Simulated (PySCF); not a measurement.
C4H6O4Zn, SMILES CC1[O][Zn]2([O]C(C)=[O]->2)<-[O]=1.

Coordinates come from a PBE-D3(BJ)/def2-SVP optimisation. The isomer is the one that the SMILES or the coordinates give; other isomers of the formula were not compared. Other conformers were not sampled.

Method: TDA-PBE/def2-SVPD in PySCF.

Vertical excitations. 

Computed lowest excited states:
```csv
state,energy (eV),λ (nm),f,main pairs
S1,5.45,227,0.000,"HOMO−1→LUMO+1 35 %, HOMO→LUMO+2 26 %, HOMO→LUMO+1 14 %, HOMO−1→LUMO+2 11 %"
S2,5.46,227,0.023,"HOMO→LUMO+1 34 %, HOMO−1→LUMO+2 26 %, HOMO−1→LUMO+1 14 %, HOMO→LUMO+2 11 %"
S3,5.54,224,0.000,"HOMO→LUMO+1 37 %, HOMO−1→LUMO+2 22 %, HOMO−1→LUMO+1 14 %, HOMO−1→LUMO 12 %"
S4,5.54,224,0.000,"HOMO−1→LUMO+1 36 %, HOMO→LUMO+2 21 %, HOMO→LUMO+1 14 %, HOMO→LUMO 13 %"
S5,5.62,221,0.001,"HOMO−1→LUMO 40 %, HOMO→LUMO 22 %, HOMO−1→LUMO+2 19 %, HOMO→LUMO+2 11 %"
S6,5.62,221,0.001,"HOMO→LUMO 40 %, HOMO−1→LUMO 22 %, HOMO→LUMO+2 20 %, HOMO−1→LUMO+2 11 %"
T1,5.21,238,0,"HOMO→LUMO 67 %, HOMO−1→LUMO 21 %"
T2,5.21,238,0,"HOMO−1→LUMO 68 %, HOMO→LUMO 21 %"
```
Triplets are in the Tamm–Dancoff approximation.
